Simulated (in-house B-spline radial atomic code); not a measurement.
Atomic self-consistent-field run: the silver ion Ag⁶⁺. Method: scalar-relativistic (X2C) TPSS, spin-polarised, spherical fractional occupations, Fermi nucleus of rms radius 4.5454 fm. Calculated with a B-spline radial code for spherical atoms.

Command:
```bash
python run_scf.py task.json out
```
Settings (nuclear radius in fm, mass in u):
```
Z                47
configuration    [Kr] 4d5
hamiltonian      x2c
method           tpss,tpss
spin_polarised   True
nucleus          fermi
rms_radius       4.5454
atomic_mass      106.90509
speed_of_light   137.035999084
```

Output (hartree, bohr):
```
 radial grid: 66 intervals, B-splines of order 8, outer radius 15.5224 bohr

 iter        energy (Eh)    residual
    1       -5305.501463    6.81e-02
    2       -5305.504703    1.74e-03
    3       -5305.504729    4.62e-04
    4       -5305.504730    2.15e-04
    5       -5305.504730    4.65e-05
    6       -5305.504730    1.20e-05
    7       -5305.504730    1.56e-06
    8       -5305.504730    1.76e-07

 total energy                     -5305.50473
 kinetic                            5553.3840
 electron-nucleus                 -12719.6284
 Hartree                            2008.0605
 exchange-correlation               -147.3208

 orbital      occ     eigenvalue          <r>       <r^2>       <1/r>       r_max
 1s up      1.000      -933.9451    0.0305504  0.00127223     51.4473      0.0195
 1s down    1.000      -933.9458    0.0305504  0.00127223     51.4473      0.0195
 2s up      1.000      -140.7338     0.134388   0.0213558     11.6146      0.1138
 2s down    1.000      -140.6921     0.134367   0.0213497     11.6171      0.1138
 2p up      3.000      -126.5955     0.117415   0.0168506     10.8909     0.09085
 2p down    3.000      -126.5626     0.117393   0.0168442     10.8928     0.09083
 3s up      1.000       -28.8530     0.367716    0.154818     4.03116      0.3322
 3s down    1.000       -28.8358     0.367709    0.154766     4.02931      0.3323
 3p up      3.000       -24.1912     0.366905    0.156438      3.7776      0.3253
 3p down    3.000       -24.1680     0.366841    0.156317     3.77631      0.3255
 3d up      5.000       -16.8449     0.345447    0.142183     3.53374      0.2736
 3d down    5.000       -16.8020     0.345335    0.141985     3.53311       0.274
 4s up      1.000        -7.0770      0.89026    0.893034     1.56128      0.8171
 4s down    1.000        -6.8805      0.88728    0.888143     1.57114      0.8126
 4p up      3.000        -5.6784     0.955115     1.03488     1.41854      0.8638
 4p down    3.000        -5.4737     0.953993     1.03442     1.42442      0.8591
 4d up      5.000        -3.5878      1.11432     1.43329      1.1774      0.9639
```

Run time, properties included: 0.46 s on 1 thread of Intel(R) Xeon(R) Platinum 8375C CPU @ 2.90GHz (shared host).

One-electron X2C: radii and densities carry no picture-change correction, so inner-shell <1/r> comes out high (for 1s by about 2 % at Z = 33, 5 % at 54, 10 % at 75, 30 % at 118) and <r> low.
